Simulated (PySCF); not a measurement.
Computed with TPSSh-D3(BJ)/def2-TZVP // B3LYP-D3(BJ)/def2-SVP run with PySCF. Isolated molecules, 0 K electronic values unless said otherwise. One relaxed conformer stands for a flexible species; it need not be the lowest. Excitations are Tamm–Dancoff values on a coarser integration grid. The basis has no diffuse functions, so Rydberg states are missing or too high.

Reference species (SMILES): `Bc1c(C=C)ccc2ccsc12` (neutral, multiplicity 1).

```yaml
brightest of the four lowest singlets (TDA): 4.55 eV
S1 excitation (TDA): 3.41 eV
S1 oscillator strength: 0.041
```

Changed species: `Bc1cc(C=C)c2ccsc2c1`.

Problem. Predict the effect on the brightest of the four lowest singlets (TDA), S1 excitation (TDA) and S1 oscillator strength.

Solution. the brightest of the four lowest singlets (TDA) increases by 0.14 eV, to 4.69 eV; the S1 excitation (TDA) stays essentially unchanged; the S1 oscillator strength rises by 0.064, to 0.105.
